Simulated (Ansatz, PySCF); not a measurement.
This Ansatz (a program for electronic structure) input computes a PBE0/def2-TZVPD energy:

Ansatz 0.2 input:
```yaml
crystal:
  periodic: [false, false, false]
  atoms:
    - {symbol: Si, position_ang: [-0.98990283, -0.04996027, -0.03804341]}
    - {symbol: Cl, position_ang: [1.07228026, 0.05411785, 0.04120929]}
    - {symbol: H, position_ang: [-1.36880146, -1.06901170, -1.03602533]}
    - {symbol: H, position_ang: [-1.51034546, 1.27418452, -0.43018875]}
    - {symbol: H, position_ang: [-1.49097781, -0.42573246, 1.29826384]}
basis:
  gaussian:
    orbitals: def2-TZVPD
hamiltonian:
  xc: {name: PBE0}
output: {forces: true}
```

### Question
Write an input for the same energy in PySCF and say what it gives.

### Answer

```python
from pyscf import gto, scf, dft

mol = gto.M(
    atom='''
    Si   -0.98990283   -0.04996027   -0.03804341
    Cl    1.07228026    0.05411785    0.04120929
    H    -1.36880146   -1.06901170   -1.03602533
    H    -1.51034546    1.27418452   -0.43018875
    H    -1.49097781   -0.42573246    1.29826384
    ''',
    basis='def2-tzvpd',
    charge=0,
    spin=0,
    verbose=4,
)

mf = dft.RKS(mol, xc='pbe0').density_fit(auxbasis='def2-universal-jkfit')
mf.grids.level = 3
mf.conv_tol = 1e-9
mf.max_cycle = 100
mf.max_memory = 1500
mf.kernel()
if not mf.converged:
    mf = mf.newton()
    mf.kernel(mf.make_rdm1())
mf.analyze()
```
It gives -751.27949 Eh, and Ansatz -751.27945 Eh, a difference of 0.04 mEh, from the treatment of integrals and grids.
